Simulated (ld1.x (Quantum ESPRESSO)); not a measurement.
# Building the TM potential for Cr (Z = 24) (PBE, scalar-relativistic).

Input for ld1.x (Quantum ESPRESSO) 7.5:

```
&input
   title='Cr', zed=24., rel=1, dft='PBE', iswitch=3,
   config='[Ar] 3d5 4s1 4p0',
   nld=3, rlderiv=1.50, eminld=-7.0, emaxld=5.0, deld=0.02
 /
 &inputp
   pseudotype=2, tm=.true., lloc=0,
   nlcc=.true., new_core_ps=.true.,
   file_pseudopw='Cr.UPF', file_wfcaegen='ae.wfc', file_wfcncgen='nc.wfc', file_beta='beta', file_chi='chi'
 /
3
3P  2  1   6.00   0.00  1.35  1.35  0.0
3D  3  2   5.00   0.00  1.05  1.05  0.0
3S  1  0   2.00   0.00  0.85  0.85  0.0
 &test
   configts(1)='3s2 3p6 3d5 4s1 4p0'
 /
```

Command:

```bash
ld1.x < Cr.in > Cr.out
```

Output (shortened: banner, matrices, multipoles, cross overlaps and the repeated all-electron block are left out):

```
Program LD1 v.7.5
     --------------------------- All-electron run ----------------------------

     Cr
     scalar relativistic calculation

     atomic number is 24.00
     dft =PBE   lsd =0 sic =0 latt =0  beta=0.20 tr2=1.0E-14
     Exchange-correlation= PBE
                           (   1   4   3   4   0   0   0)
     mesh =1183 r(mesh) =  99.18097 a.u. xmin = -7.00 dx = 0.01250
     1 Ry =  13.60569312 eV, c = 137.03599908

     n l     nl                  e(Ry)          e(Ha)          e(eV)
     1 0     1S 1( 2.00)      -432.2430      -216.1215     -5880.9659
     2 0     2S 1( 2.00)       -49.0343       -24.5172      -667.1462
     2 1     2P 1( 6.00)       -41.2106       -20.6053      -560.6988
     3 0     3S 1( 2.00)        -5.4382        -2.7191       -73.9910
     3 1     3P 1( 6.00)        -3.3400        -1.6700       -45.4429
     3 2     3D 1( 5.00)        -0.2141        -0.1070        -2.9129
     4 0     4S 1( 1.00)        -0.2945        -0.1473        -4.0069
     4 1     4P 1( 0.00)        -0.0727        -0.0363        -0.9885

     final scf error:  2.9E-15 reached in  30 iterations

     Etot =   -2101.058399 Ry,   -1050.529200 Ha,  -28586.355814 eV

     Ekin =    2122.324354 Ry,    1061.162177 Ha,   28875.693865 eV
     Encl =   -5013.937674 Ry,   -2506.968837 Ha,  -68218.097330 eV
     Eh   =     887.776586 Ry,     443.888293 Ha,   12078.815786 eV
     Exc  =     -97.221665 Ry,     -48.610832 Ha,   -1322.768135 eV

     normalization and overlap integrals

     s(1S/1S) =  1.000000  <r> =   0.0636  <r2> =    0.0054  r(max) =   0.0417
     s(2S/2S) =  1.000000  <r> =   0.2931  <r2> =    0.1015  r(max) =   0.2428
     s(2P/2P) =  1.000000  <r> =   0.2598  <r2> =    0.0831  r(max) =   0.1988
     s(3S/3S) =  1.000000  <r> =   0.9019  <r2> =    0.9400  r(max) =   0.7764
     s(3P/3P) =  1.000000  <r> =   0.9660  <r2> =    1.1034  r(max) =   0.7961
     s(3D/3D) =  1.000000  <r> =   1.5165  <r2> =    3.3298  r(max) =   0.8369
     s(4S/4S) =  1.000000  <r> =   3.4357  <r2> =   13.7956  r(max) =   2.7441
     s(4P/4P) =  1.000000  <r> =   5.2574  <r2> =   33.3166  r(max) =   3.9430

     ------------------------ End of All-electron run ------------------------

     --------------------- Generating NC pseudopotential ---------------------

      Generating local pot.: lloc=0, matching radius rcloc =   0.8500

      Computing core charge for nlcc:

       r > 0.45 : true rho core
      Core charge pseudized with two Bessel functions
      Integrated core pseudo-charge :   7.71

      Wfc   3P  rcut= 1.346  Using Troullier-Martins method

      Wfc   3D  rcut= 1.048  Using Troullier-Martins method

     ------------------- End of pseudopotential generation -------------------

     Computing logarithmic derivative in   1.49663
     Computing logarithmic derivative in   1.49663
     Computing the partial wave expansion
       no projector for channel:   0
     R is outside the sphere for l=    1 j= 0.00
     R is outside the sphere for l=    2 j= 0.00

     ---------------------- Testing the pseudopotential ----------------------

     Cr
     scalar relativistic calculation

     atomic number is 24.00   valence charge is 14.00
     dft =PBE   lsd =0 sic =0 latt =0  beta=0.20 tr2=1.0E-14
     mesh =1183 r(mesh) =  99.18097 xmin = -7.00 dx = 0.01250

     n l     nl             e AE (Ry)        e PS (Ry)    De AE-PS (Ry)
     1 0     3S   1( 2.00)       -5.43824       -5.43839        0.00015
     2 1     3P   1( 6.00)       -3.33999       -3.34000        0.00001
     3 2     3D   1( 5.00)       -0.21409       -0.21407       -0.00002
     2 0     4S   1( 1.00)       -0.29450       -0.29667        0.00216
     3 1     4P   1( 0.00)       -0.07265       -0.07302        0.00037

     eps = 3.9E-15  iter = 11

     Etot =   -2101.058399 Ry,   -1050.529200 Ha,  -28586.355814 eV
     Etotps =  -203.805609 Ry,    -101.902805 Ha,   -2772.916576 eV

     Ekin =      87.270699 Ry,      43.635349 Ha,    1187.378345 eV
     Encl =    -357.430452 Ry,    -178.715226 Ha,   -4863.089036 eV
     Ehrt =     146.699302 Ry,      73.349651 Ha,    1995.945686 eV
     Ecxc =     -51.956720 Ry,     -25.978360 Ha,    -706.907194 eV
     (Ecc =     -30.185301 Ry,     -15.092650 Ha,    -410.691938 eV)
     Epseu=     -28.388438 Ry,     -14.194219 Ha,    -386.244377 eV

     ---------------------- End of pseudopotential test ----------------------
```

ld1.x takes every shell without a wave as core, so the model core holds the 4s electrons as well and exchange and correlation see them twice. This cancels in the reference configuration, but the file is broken for other ones, and its errors say nothing about a proper core correction.

Generation and configuration tests took about 1.5 s on one core of a shared server CPU.

Transferability test of the new file with ld1.x, input:

```
&input
   title='Cr', zed=24., rel=1, dft='PBE', iswitch=2,
   config='[Ar] 3d5 4s1 4p0'
 /
 &test
   file_pseudo='Cr.UPF', nconf=8,
   configts(1)='3s2 3p6 3d5 4s1 4p0',
   configts(2)='3s2 3p6 3d5 4s0 4p0',
   configts(3)='3s2 3p6 3d4 4s0 4p0',
   configts(4)='3s2 3p6 3d3 4s0 4p0',
   configts(5)='3s2 3p6 3d6 4s0 4p0',
   configts(6)='3s2 3p6 3d2 4s0 4p0',
   configts(7)='3s2 3p6 3d5 4s0 4p1',
   configts(8)='3s2 3p6 3d4 4s1 4p1'
 /
```

```bash
ld1.x < Cr.test.in > Cr.test.out
```

Pseudopotential blocks of its output, shortened (energy terms left out):

```
     ---------------------- Testing the pseudopotential ----------------------

     n l     nl             e AE (Ry)        e PS (Ry)    De AE-PS (Ry)
     1 0     3S   1( 2.00)       -5.43824       -5.43839        0.00015
     2 1     3P   1( 6.00)       -3.33999       -3.34000        0.00001
     3 2     3D   1( 5.00)       -0.21409       -0.21407       -0.00002
     2 0     4S   1( 1.00)       -0.29450       -0.29667        0.00216
     3 1     4P   1( 0.00)       -0.07265       -0.07302        0.00037

     eps = 4.2E-15  iter = 11

     Etot =   -2101.058399 Ry,   -1050.529200 Ha,  -28586.355814 eV
     Etotps =  -203.805609 Ry,    -101.902805 Ha,   -2772.916576 eV

     ---------------------- End of pseudopotential test ----------------------

          ---------------------- Testing the pseudopotential ----------------------

     n l     nl             e AE (Ry)        e PS (Ry)    De AE-PS (Ry)
     1 0     3S   1( 2.00)       -5.95220       -5.96524        0.01304  !
     2 1     3P   1( 6.00)       -3.85684       -3.86931        0.01247  !
     3 2     3D   1( 5.00)       -0.72577       -0.73905        0.01328  !
     2 0     4S   1( 0.00)       -0.73147       -0.75314        0.02167  !
     3 1     4P   1( 0.00)       -0.44104       -0.46339        0.02235  !

     eps = 7.0E-15  iter =  9

     Etot =   -2100.551196 Ry,   -1050.275598 Ha,  -28579.454958 eV
     Etotps =  -203.286592 Ry,    -101.643296 Ha,   -2765.854991 eV
     dEtot_ae =       0.507204 Ry
     dEtot_ps =       0.519017 Ry,   Delta E=      -0.011813 Ry

     ---------------------- End of pseudopotential test ----------------------

          ---------------------- Testing the pseudopotential ----------------------

     n l     nl             e AE (Ry)        e PS (Ry)    De AE-PS (Ry)
     1 0     3S   1( 2.00)       -6.99316       -7.00598        0.01281  !
     2 1     3P   1( 6.00)       -4.88474       -4.89758        0.01284  !
     3 2     3D   1( 4.00)       -1.67988       -1.69349        0.01361  !
     2 0     4S   1( 0.00)       -1.37009       -1.40142        0.03133  !
     3 1     4P   1( 0.00)       -0.98872       -1.02486        0.03614  !

     eps = 1.6E-16  iter =  9

     Etot =   -2099.371357 Ry,   -1049.685678 Ha,  -28563.402430 eV
     Etotps =  -202.092906 Ry,    -101.046453 Ha,   -2749.614067 eV
     dEtot_ae =       1.687043 Ry
     dEtot_ps =       1.712703 Ry,   Delta E=      -0.025660 Ry

     ---------------------- End of pseudopotential test ----------------------

          ---------------------- Testing the pseudopotential ----------------------

     n l     nl             e AE (Ry)        e PS (Ry)    De AE-PS (Ry)
     1 0     3S   1( 2.00)       -8.28423       -8.29498        0.01076  !
     2 1     3P   1( 6.00)       -6.15492       -6.16694        0.01201  !
     3 2     3D   1( 3.00)       -2.87533       -2.88616        0.01083  !
     2 0     4S   1( 0.00)       -2.13084       -2.17138        0.04055  !
     3 1     4P   1( 0.00)       -1.66504       -1.71342        0.04837  !

     eps = 9.6E-16  iter =  7

     Etot =   -2097.111372 Ry,   -1048.555686 Ha,  -28532.653769 eV
     Etotps =  -199.820492 Ry,     -99.910246 Ha,   -2718.696297 eV
     dEtot_ae =       3.947027 Ry
     dEtot_ps =       3.985117 Ry,   Delta E=      -0.038090 Ry

     ---------------------- End of pseudopotential test ----------------------

          ---------------------- Testing the pseudopotential ----------------------

     n l     nl             e AE (Ry)        e PS (Ry)    De AE-PS (Ry)
     1 0     3S   1( 2.00)       -5.27528       -5.27851        0.00323
     2 1     3P   1( 6.00)       -3.18328       -3.18612        0.00284
     3 2     3D   1( 6.00)       -0.09794       -0.10133        0.00339
     2 0     4S   1( 0.00)       -0.26129       -0.26735        0.00605  !
     3 1     4P   1( 0.00)       -0.06238       -0.06479        0.00240

     eps = 4.4E-15  iter = 18

     Etot =   -2100.931120 Ry,   -1050.465560 Ha,  -28584.624093 eV
     Etotps =  -203.675892 Ry,    -101.837946 Ha,   -2771.151687 eV
     dEtot_ae =       0.127279 Ry
     dEtot_ps =       0.129717 Ry,   Delta E=      -0.002438 Ry

     ---------------------- End of pseudopotential test ----------------------

          ---------------------- Testing the pseudopotential ----------------------

     n l     nl             e AE (Ry)        e PS (Ry)    De AE-PS (Ry)
     1 0     3S   1( 2.00)       -9.75943       -9.76638        0.00695  !
     2 1     3P   1( 6.00)       -7.60492       -7.61512        0.01021  !
     3 2     3D   1( 2.00)       -4.26285       -4.26779        0.00494
     2 0     4S   1( 0.00)       -2.99021       -3.04238        0.05216  !
     3 1     4P   1( 0.00)       -2.44832       -2.50997        0.06165  !

     eps = 5.6E-15  iter = 11

     Etot =   -2093.556959 Ry,   -1046.778479 Ha,  -28484.293517 eV
     Etotps =  -196.257766 Ry,     -98.128883 Ha,   -2670.222932 eV
     dEtot_ae =       7.501440 Ry
     dEtot_ps =       7.547844 Ry,   Delta E=      -0.046403 Ry

     ---------------------- End of pseudopotential test ----------------------

          ---------------------- Testing the pseudopotential ----------------------

     n l     nl             e AE (Ry)        e PS (Ry)    De AE-PS (Ry)
     1 0     3S   1( 2.00)       -5.54083       -5.53942       -0.00141
     2 1     3P   1( 6.00)       -3.44382       -3.44211       -0.00170
     3 2     3D   1( 5.00)       -0.31390       -0.31266       -0.00124
     2 0     4S   1( 0.00)       -0.36372       -0.36603        0.00231
     3 1     4P   1( 1.00)       -0.12692       -0.12445       -0.00246

     eps = 3.5E-15  iter = 11

     Etot =   -2100.829013 Ry,   -1050.414507 Ha,  -28583.234856 eV
     Etotps =  -203.572766 Ry,    -101.786383 Ha,   -2769.748582 eV
     dEtot_ae =       0.229386 Ry
     dEtot_ps =       0.232843 Ry,   Delta E=      -0.003457 Ry

     ---------------------- End of pseudopotential test ----------------------

          ---------------------- Testing the pseudopotential ----------------------

     n l     nl             e AE (Ry)        e PS (Ry)    De AE-PS (Ry)
     1 0     3S   1( 2.00)       -5.84193       -5.83838       -0.00355
     2 1     3P   1( 6.00)       -3.73309       -3.72985       -0.00324
     3 2     3D   1( 4.00)       -0.54691       -0.54300       -0.00391
     2 0     4S   1( 1.00)       -0.42770       -0.42628       -0.00142
     3 1     4P   1( 1.00)       -0.15520       -0.15008       -0.00512  !

     eps = 8.3E-15  iter = 13

     Etot =   -2100.800717 Ry,   -1050.400359 Ha,  -28582.849872 eV
     Etotps =  -203.547523 Ry,    -101.773761 Ha,   -2769.405132 eV
     dEtot_ae =       0.257682 Ry
     dEtot_ps =       0.258086 Ry,   Delta E=      -0.000404 Ry

     ---------------------- End of pseudopotential test ----------------------
```
